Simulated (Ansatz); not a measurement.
`C=[N][Al]([NH2])[OH]` + HBr → `[NH2][Al]([OH])[Br]` + `C=N`  (ligand exchange at the Al–N bond)

Program: Ansatz. Geometries: PBE0-D4/def2-TZVP. ΔE: electronic, gas phase. CBS: MP2 limit from def2 TZ/QZ plus the TZ coupled-cluster correction, frozen cores. This one scheme is used for every species. Functionals use def2-TZVPP. B3LYP here is the variant with VWN-RPA as its local correlation; programs differ in this. For Br outer-core shells are correlated without core-valence functions, which leaves a few kJ/mol of doubt a bond. Scalar relativity is left out up to krypton. One conformer a species, not always the lowest.

`C=[N][Al]([NH2])[OH]`:

Cartesian coordinates in Å:
```
C 0.749 2.163 0.601
N 0.582 0.959 0.344
Al 0.047 -0.557 -0.350
N -1.287 -1.437 0.398
O 0.907 -1.151 -1.685
H 0.232 2.977 0.066
H 1.437 2.503 1.393
H -1.653 -2.321 0.086
H -1.784 -1.122 1.214
H 0.771 -2.014 -2.067
```

HBr:

Z-matrix (Å, degrees):
```
Br
H 1 1.420
```

`[NH2][Al]([OH])[Br]`:

```xyz
7

N    -0.365   -0.658    0.984
Al   -0.080    0.501   -0.303
O     1.047    0.291   -1.540
Br   -1.286    2.394   -0.325
H     0.110   -1.538    1.101
H    -1.042   -0.519    1.716
H     1.616   -0.471   -1.633
```

`C=N`:

```xyz
5

C    -0.155   -0.352    0.065
N    -0.238    0.868   -0.240
H     0.777   -0.875    0.311
H    -1.067   -0.951    0.093
H     0.682    1.311   -0.229
```

Problem. Is it downhill or uphill in electronic energy at CCSD(T)/CBS, and by how much? (Best estimate.)

Solution. The calculation gave: Downhill: ΔE = -106.0 kJ/mol.

Problem. What do these levels give: B3LYP-D4, ωB97X-V, ωB97M-V, B3LYP, MP2/def2-TZVPP, SCS-MP2/def2-QZVPP? (Best estimate.)

Solution. Computed: B3LYP-D4 -96.2, ωB97X-V -103.7, ωB97M-V -103.3, B3LYP -96.9, MP2/def2-TZVPP -105.1, SCS-MP2/def2-QZVPP -103.8 kJ/mol.

Largest T1 diagnostic among the species: 0.012.

In def2-TZVPP, CCSD(T) changes the Hartree–Fock value by +5.7 kJ/mol (the triples alone add +0.1 kJ/mol) and MP2 by +4.7 kJ/mol. From PBE to PBE0 (25 % exact exchange), in def2-TZVPP and without D4, ΔE moves by −4.4 kJ/mol.
